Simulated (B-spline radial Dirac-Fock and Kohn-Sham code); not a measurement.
**Elastic scattering of 300 keV electrons by the Re atom**

The computed values come from a B-spline atomic structure program: relativistic (Dirac) partial waves in the static field of the Dirac-Fock atom with Furness-McCarthy exchange, without polarisation or absorption potentials.

Input file task.json (cfg lists n, l and occupation; rrms is the nuclear radius in fm):

```json
{"items": [{
  "Z": 75,
  "q": 0,
  "cfg": [[1, 0, 2], [2, 0, 2], [2, 1, 6], [3, 0, 2], [3, 1, 6], [3, 2, 10], [4, 0, 2], [4, 1, 6], [4, 2, 10], [4, 3, 14], [5, 0, 2], [5, 1, 6], [5, 2, 5], [6, 0, 2]],
  "A": 187,
  "rrms": 5.3698,
  "do": "elastic",
  "energies": [[300000, 0]],
  "theta": [0, 1, 2, 3, 5, 7, 10, 15, 20, 25, 30, 40, 50, 60, 70, 80, 90, 100, 110, 120, 130, 140, 150, 160, 170, 180]
}]}
```

Launch: `python xray2_run.py task.json out`

| θ (°) | dσ/dΩ (a₀²/sr) | Sherman function |
| --- | --- | --- |
| 0 | 1230 | 0.000 |
| 1 | 82.3 | 0.000 |
| 2 | 13.4 | 0.000 |
| 3 | 3.82 | 0.000 |
| 5 | 0.669 | 0.000 |
| 7 | 0.206 | 0.001 |
| 10 | 0.0573 | 0.002 |
| 15 | 0.0131 | 0.004 |
| 20 | 0.00460 | 0.006 |
| 25 | 0.00207 | 0.006 |
| 30 | 0.00109 | 0.004 |
| 40 | 0.000409 | -0.009 |
| 50 | 0.000196 | -0.035 |
| 60 | 0.000109 | -0.073 |
| 70 | 6.64e-05 | -0.120 |
| 80 | 4.33e-05 | -0.175 |
| 90 | 2.96e-05 | -0.233 |
| 100 | 2.10e-05 | -0.293 |
| 110 | 1.53e-05 | -0.349 |
| 120 | 1.15e-05 | -0.396 |
| 130 | 8.85e-06 | -0.425 |
| 140 | 7.01e-06 | -0.426 |
| 150 | 5.75e-06 | -0.386 |
| 160 | 4.93e-06 | -0.298 |
| 170 | 4.47e-06 | -0.164 |
| 180 | 4.33e-06 | 0.000 |

The total elastic cross section is 0.427 a₀², the first transport cross section 0.000875 a₀² and the second, weighted with (3/2) sin²θ, 0.00215 a₀². The mean deflection is ⟨1 − cos θ⟩ = 0.00205, and 0.019 % of the collisions scatter beyond 90°.
